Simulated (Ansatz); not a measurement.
# Strength of the Ge–H bond: GeH3F → GeH2F + H

Species: GeH3F (fluorogermane) `[F][GeH3]`, singlet; GeH2F `[F][GeH2]`, doublet; H atom, doublet. 

Shapes, held fixed at every level: PBE0-D4/def2-TZVP. Programs: Ansatz 0.2.0. The zero-point and thermal change to 298 K, harmonic and unscaled (PBE0-D4/def2-TZVP), is -18.8 kJ/mol.

```
                level                   kind  ΔH(298 K) (kJ/mol)  less CCSD(T)/def2-TZVPP
    PBE-D4/def2-TZVPP                    GGA              +336.6                    -23.8
  B3LYP-D4/def2-TZVPP          global hybrid              +350.9                     -9.5
   PBE0-D4/def2-TZVPP          global hybrid              +342.9                    -17.5
r2SCAN0-D4/def2-TZVPP          global hybrid              +346.6                    -13.8
         MP2/def2-SVP    perturbation theory              +339.4                    -21.0
     CCSD(T)/def2-SVP  coupled cluster or CI              +349.8                    -10.6
      CCSD/def2-TZVPP  coupled cluster or CI              +360.0                     -0.4
   CCSD(T)/def2-TZVPP  coupled cluster or CI              +360.4                      0.0
```

The highest level, CCSD(T)/def2-TZVPP, gives ΔH(298 K) = +360.4 kJ/mol; the levels span +336.6 to +360.4. The column of differences is taken from that level and isn't an error. No measured value is set beside it here. Open shells run unrestricted unless RO is named. Relativity is left out for Ge unless named. Correlated rows may include outer-core shells of Ge, which these sets cover unevenly.
